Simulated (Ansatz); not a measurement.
Cost and result for the atomization energy of C₃H₆AlFSi (`C=[C]1[Al]([CH3])[SiH]1F`) (12 atoms, 12 bonds).

```json
{"atom": "C1", "x (Å)": "1.9049", "y (Å)": "0.6248", "z (Å)": "-0.0593"}
{"atom": "C2", "x (Å)": "1.1210", "y (Å)": "-0.2649", "z (Å)": "0.5649"}
{"atom": "Al3", "x (Å)": "-0.8070", "y (Å)": "-0.1563", "z (Å)": "0.2026"}
{"atom": "C4", "x (Å)": "-2.1001", "y (Å)": "1.1707", "z (Å)": "-0.3924"}
{"atom": "Si5", "x (Å)": "0.5879", "y (Å)": "-2.0153", "z (Å)": "0.4785"}
{"atom": "F6", "x (Å)": "1.2804", "y (Å)": "-3.1369", "z (Å)": "-0.4449"}
{"atom": "H7", "x (Å)": "1.7765", "y (Å)": "1.6994", "z (Å)": "0.0676"}
{"atom": "H8", "x (Å)": "2.7274", "y (Å)": "0.3339", "z (Å)": "-0.7142"}
{"atom": "H9", "x (Å)": "-1.9372", "y (Å)": "2.1358", "z (Å)": "0.0934"}
{"atom": "H10", "x (Å)": "-3.1231", "y (Å)": "0.8477", "z (Å)": "-0.1848"}
{"atom": "H11", "x (Å)": "-2.0138", "y (Å)": "1.3181", "z (Å)": "-1.4732"}
{"atom": "H12", "x (Å)": "0.5833", "y (Å)": "-2.5570", "z (Å)": "1.8619"}
```

Charge 0, multiplicity 1. The geometry is a stationary point of PBE0-D4/def2-TZVP. Program: Ansatz. All runs use 4 threads of an Intel Xeon 6975P-C on a shared host. Times are those of one run each, without the atoms' runs, and a repeat can differ threefold. Electronic energies, without spin–orbit coupling; frozen cores. CCSD(T)/CBS adds CCSD(T) − MP2 in def2-TZVPP to the MP2 limit, and its time is that of the two runs behind it. T1 = 0.015.

CCSD(T)/CBS is a level of theory with its own doubt, some kJ/mol a heavy atom from the limit and from the frozen cores, so smaller differences don't rank the functionals.

| level | functions | wall time |
| --- | --- | --- |
| BLYP-D4/def2-TZVPP | 292 | 2.1 s |
| revPBE-D4/def2-TZVPP | 292 | 2.1 s |
| PBE0-D4/def2-TZVPP | 292 | 3.6 s |
| BHLYP-D4/def2-TZVPP | 292 | 3.8 s |
| r2SCANh-D4/def2-TZVPP | 292 | 4 s |
| r2SCAN-D4/def2-TZVPP (with forces) | 292 | 4.3 s |
| CAM-B3LYP-D4/def2-TZVPP | 292 | 4.6 s |
| CCSD(T)/def2-SVP | 122 | 4.9 s |
| PBE-QIDH/def2-TZVPP | 292 | 7 s |
| ωB97M-V/def2-TZVPP (with forces) | 292 | 9.5 s |
| MP2/def2-QZVPP | 548 | 30 s |
| CCSD(T)/def2-TZVPP | 292 | 4.6 min |
| CCSD(T)/CBS(def2) | – | 5.1 min |

Task: What atomization energy does each give, and how far from CCSD(T)/CBS? (Estimate.)

Result: The calculation gave: 
| level | atomization (kJ/mol) | difference from CCSD(T)/CBS | per bond |
| --- | --- | --- | --- |
| BLYP-D4/def2-TZVPP | 4510.3 | -14.1 | -1.2 |
| revPBE-D4/def2-TZVPP | 4513.0 | -11.4 | -0.9 |
| PBE0-D4/def2-TZVPP | 4543.0 | 18.6 | 1.6 |
| BHLYP-D4/def2-TZVPP | 4385.0 | -139.4 | -11.6 |
| r2SCANh-D4/def2-TZVPP | 4529.8 | 5.4 | 0.4 |
| r2SCAN-D4/def2-TZVPP (with forces) | 4561.8 | 37.4 | 3.1 |
| CAM-B3LYP-D4/def2-TZVPP | 4524.0 | -0.4 | 0.0 |
| CCSD(T)/def2-SVP | 4256.7 | -267.7 | -22.3 |
| PBE-QIDH/def2-TZVPP | 4508.7 | -15.7 | -1.3 |
| ωB97M-V/def2-TZVPP (with forces) | 4530.5 | 6.1 | 0.5 |
| MP2/def2-QZVPP | 4566.4 | 42.0 | 3.5 |
| CCSD(T)/def2-TZVPP | 4404.6 | -119.8 | -10.0 |
| CCSD(T)/CBS(def2) | 4524.4 | 0.0 | 0.0 |

From PBE to PBE0 (25 % exact exchange), in def2-TZVPP and without D4, the atomization energy moves by −80.4 kJ/mol: exact exchange takes away binding that semilocal exchange gives to molecules. In def2-TZVPP, CCSD(T) changes the Hartree–Fock value by +1084.3 kJ/mol (the triples alone add +78.6 kJ/mol) and MP2 by +1174.7 kJ/mol; breaking electron pairs costs correlation energy, which Hartree–Fock lacks. Leaving LDA and LC-ωPBE aside and taking each functional with its dispersion term where it has one, the values, not all of them listed here, spread over 242.2 kJ/mol, from BHLYP-D4 to PBE-D4. LDA lies +568.5 kJ/mol from PBE without D4, its usual overbinding.
